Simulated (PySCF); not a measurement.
Numbering as in the mapped SMILES `[CH3:1]/[N:2]=[CH:3]\[c:4]1[cH:5][cH:6][n:7][cH:8][c:9]1[CH3:10]`. Hydrogens are named by the atom that carries them.

GIAO PBE0/pcSseg-1 shifts (PySCF, gas phase, non-relativistic, equivalent atoms averaged), each against references optimised in the same way as the molecule (TMS, NH3).

On the GFN2-xTB geometry: C3 165.2, C8 157.2, C6 153.3, C4 145.0, C9 136.0, C5 126.5, C1 43.6, C10 18.6, N2 392.6, N7 365.7, H(C8) 8.93, H(C6) 8.89, H(C3) 8.76, H(C5) 6.98, H(C1) 3.73, H(C10) 2.41 ppm.

What changes on the PBE0-D3(BJ)/def2-SVP geometry?

Answers


```
 atoms  δ (ppm)  change
    C3    165.7    +0.5
    C8    157.8    +0.6
    C6    153.0    -0.3
    C4    143.5    -1.5
    C9    135.6    -0.4
    C5    126.2    -0.3
    C1     42.8    -0.8
   C10     18.1    -0.5
    N2    395.0    +2.4
    N7    367.2    +1.5
 H(C8)     8.71   -0.22
 H(C6)     8.68   -0.21
 H(C3)     8.60   -0.16
 H(C5)     6.78   -0.20
 H(C1)     3.55   -0.18
H(C10)     2.29   -0.12
```

Bonds between heavy atoms that differ most (equivalent bonds averaged): N2–C3 1.257 → 1.268 Å, C8–C9 1.390 → 1.400 Å, C3–C4 1.479 → 1.488 Å, C6–N7 1.321 → 1.329 Å, C5–C6 1.385 → 1.393 Å. Mean change of bonds to hydrogen: C–H +0.012 Å.
